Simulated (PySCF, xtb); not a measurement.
C2H3BN2O, SMILES B1(O)N=CN=C1.

GFN2-xTB in xtb at its own geometry gives an orbital gap of 1.39 eV and a dipole moment of 2.34 D.

Geometry optimised at PBE0-D3(BJ)/def2-SVP. The structure was generated by enumeration, and PubChem lists no compound with its InChIKey, so it may never have been made. One conformer was computed; it need not be the lowest.

**Question.** What does ωB97X/def2-TZVP (PySCF) give? (The exact figures need the calculation; the answer reports its results.)

**Answer.** gap 9.47 eV (levels -10.21 and -0.74 eV), dipole 1.27 D.
